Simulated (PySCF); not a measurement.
## From computed data to an observable: oscillator strength and radiative lifetime

CH₄Cl₂OSi₂, SMILES Cl[Si]1(Cl)CO[SiH2]1.

Geometry optimised at PBE0-D3(BJ)/def2-SVP. This is a generated structure with no PubChem entry under its InChIKey; it may be hypothetical.

TDA-PBE/def2-SVPD (PySCF) puts the first singlet state with f over 0.02 at 5.33 eV (vertical), with the transition dipole (-0.290, 0.288, 0.000) in atomic units.

Find the oscillator strength, the wavelength and the radiative lifetime that this transition would have in vacuum if emission retraced absorption.


|μ|² = 0.1670 au, so |μ| = 1.04 D. ΔE = 5.33/27.211 = 0.1959 hartree. f = (2/3) ΔE |μ|² = 0.022 (the program prints 0.022).
λ = 1239.84/5.33 = 233 nm; ν = 42989 cm⁻¹.
Einstein's coefficient A = 0.6670 ν² f s⁻¹ (ν in cm⁻¹) = 2.7e7 s⁻¹, so τ = 1/A = 37 ns. This state is S1. The figure is the radiative limit of this one transition; relaxation, internal conversion, crossing to triplets and a medium change what is measured.
